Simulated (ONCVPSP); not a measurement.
Which change was made? (Ba, ONCV)

```
Element                 : barium
Generator               : ONCVPSP 4.0.1
Type                    : optimised norm-conserving Vanderbilt (ONCV)
Functional              : LDA (Perdew-Zunger)
Relativity              : scalar-relativistic
Frozen core             : [Kr] 4d10
Valence charge          : 10
Reference configuration : 5s2 5p6 6s1 6p1
Partial waves           : 5s+6s: rc 3.10 bohr, ncon 4, nbas 7, qcut 4.4 1/bohr, 2 projectors; 5p+6p: rc 3.55 bohr, ncon 3, nbas 7, qcut 4.4 1/bohr, 2 projectors; d scattering state at 0.11 Ha: rc 3.90 bohr, ncon 4, nbas 8, qcut 2.7 1/bohr, 1 projector
Local potential         : polynomial inside 3.00 bohr (lpopt 5, dvloc0 4 Ha)
Core correction         : Teter function, fcfact 1.75, rcfact 1
```

In the d channel the program set the typed energies aside and used -0.110 Ha.

Cutoffs, loose and tight: the cutoffs (Ha) at which the residual kinetic energy of the hardest occupied pseudo-wave falls to 1 and 0.1 mHa per electron. They do not see the model core or the augmentation charge, which bear on the density cutoff. Test errors are all-electron minus pseudo excitation energies from the reference, over the configurations 5s2 5p6 6s2 6p0; 5s2 5p6 6s1 6p0; 5s2 5p6 6s0 6p0; 5s2 5p5 6s2 6p0; variants that change the core or the reference have their own tests.

The base gives: outcome: generated, projector energies reset by the program; cutoff, loose: 5.0 Ha; cutoff, tight: 6.9 Ha; bound ghosts: none; GHOST(+) flags above zero: none; largest test error (meV): -36.

Problem. After one change the result is: outcome: generated, projector energies reset by the program; cutoff, loose: 5.0 Ha; cutoff, tight: 9.7 Ha; bound ghosts: none; GHOST(+) flags above zero: none; largest test error (meV): +102. Which change was it?
A. p: qcut 6.5
B. p: qcut 3.7
C. p: qcut 2.7
D. p: qcut 3.2

Solution. C. The others give: p: qcut 3.2 → outcome: generated, projector energies reset by the program; cutoff, loose: 5.0 Ha; cutoff, tight: 6.9 Ha; bound ghosts: none; GHOST(+) flags above zero: none; largest test error (meV): +29 | p: qcut 6.5 → outcome: generated, projector energies reset by the program; cutoff, loose: 5.0 Ha; cutoff, tight: 6.9 Ha; bound ghosts: none; GHOST(+) flags above zero: none; largest test error (meV): -24 | p: qcut 3.7 → outcome: generated, projector energies reset by the program; cutoff, loose: 5.0 Ha; cutoff, tight: 6.9 Ha; bound ghosts: none; GHOST(+) flags above zero: none; largest test error (meV): -13.
